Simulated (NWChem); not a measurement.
Molecule: diiodomethane (CH2I2); SMILES ICI

```xyz
5

I      1.8134     0.0000     0.0903
C      0.0000     0.0000    -1.0422
I     -1.8134     0.0000     0.0903
H      0.0000     0.9029    -1.6605
H      0.0000    -0.9029    -1.6605
```
Atoms are numbered in this order, from 1.

Computed with NWChem. Medium grid unless said otherwise, to which SCAN and Minnesota functionals are sensitive. Coordinates come from a PBE0/def2-SVP optimisation. No frequency run checked for a minimum. def2 effective core potentials on I; no spin-orbit coupling. Total energies of different functionals are on different scales.

```csv
level,energy (Ha),highest occupied level (eV),orbital gap (eV),dipole (D)
B3LYP/def2-TZVP,-634.9249,-7.14,4.97,1.16
PBE/def2-TZVP,-634.6558,-6.28,3.49,1.12
Hartree-Fock/def2-TZVP,-632.3550,-9.81,11.15,1.35
BLYP/def2-TZVP,-634.6030,-6.10,3.42,1.11
BHandHLYP/def2-TZVP,-634.6063,[?],[?],1.22
r2SCAN0/def2-TZVP,-634.8833,-7.57,5.69,1.24
N12/def2-TZVP,-636.2767,-6.00,3.47,1.08
```

Problem. What belongs in the gaps?

Solution. 
- BHandHLYP/def2-TZVP, highest occupied level (eV): -8.32
- BHandHLYP/def2-TZVP, orbital gap (eV): 7.30
